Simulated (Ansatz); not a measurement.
`C[O][Zr]([OH])([NH]C(C)(C)C)[O]C`, 28 atoms. Total charge 0; spin multiplicity 1. Correlated methods include outer-core shells of Zr, which these sets cover unevenly. Zr takes the def2 core potential. Hardware: A = 10 threads of an AMD EPYC 7R13 on a shared host and a whole NVIDIA H100 80 GB; B = 10 threads of an AMD EPYC 7R13 on a shared host. Correlated methods freeze the cores.

Problem. How many basis functions does each run have, and how long does it take in Ansatz? RKS PBE0-D4/def2-QZVPP energy [A]; direct RPA on PBE orbitals/def2-TZVPP energy [A]; RHF-MP2/def2-QZVPP energy [A]; RKS PBE0-D4/def2-SVP energy [B]; RKS PBE0-D4/def2-TZVP relaxation (43 steps) [A]; RHF-CCSD(T)/def2-TZVPP energy [A]; RKS ωB97X-V/def2-TZVPP energy [A]; RKS ωB97M-V/def2-QZVPP energy [A]; RKS ωB97M-V/def2-SVP energy [B]; RKS PBE0-D4/def2-TZVPP energy [A]; RKS BLYP-D4/def2-TZVPP energy [A]; RHF-CCSD(T)/def2-SVP energy [A]. (Estimate.)

Solution. The calculation gave: Other jobs shared the machine, so times are rough.

| level | job | functions | wall time | peak host memory (GiB) |
| --- | --- | --- | --- | --- |
| RKS PBE0-D4/def2-TZVPP | energy [A] | 604 | 2.3 s | 1.2 |
| RKS BLYP-D4/def2-TZVPP | energy [A] | 604 | 2.3 s | 1.2 |
| RKS ωB97X-V/def2-TZVPP | energy [A] | 604 | 3.2 s | 1.8 |
| RKS PBE0-D4/def2-SVP | energy [B] | 256 | 3.3 s | 1.8 |
| RKS PBE0-D4/def2-QZVPP | energy [A] | 1161 | 4.3 s | 1.8 |
| direct RPA on PBE orbitals/def2-TZVPP | energy [A] | 604 | 4.5 s | 3.7 |
| RHF-CCSD(T)/def2-SVP | energy [A] | 256 | 6 s | 1.8 |
| RKS ωB97M-V/def2-QZVPP | energy [A] | 1161 | 6.5 s | 2 |
| RHF-MP2/def2-QZVPP | energy [A] | 1161 | 7 s | 2 |
| RKS ωB97M-V/def2-SVP | energy [B] | 256 | 9 s | 1.9 |
| RKS PBE0-D4/def2-TZVP | relaxation (43 steps) [A] | 452 | 62 s | 1.2 |
| RHF-CCSD(T)/def2-TZVPP | energy [A] | 604 | 95 s | 3.4 |
